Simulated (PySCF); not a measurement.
## Electron correlation in Zn⁺ (zinc, charge +1)

[Ar] 3d10 4s1, 2S determinant. Calculation: PySCF 2.14, in aug-cc-pVQZ-DK; the spin-free X2C one-electron Hamiltonian (Gaussian nucleus). Frozen: [Ar]; 11 electrons correlated.

MP2 pair energies summed by pair of shells (mhartree):

```tsv
pair	energy	share (%)
3d-3d	-482.62	93.5
3d-4s	-33.44	6.5
```

Total MP2 correlation energy: -516.06 mhartree.

Same-spin part -186.48 and opposite-spin part -329.58 mhartree; SCS-MP2 scales them by 1/3 and 6/5 to -457.66 mhartree.
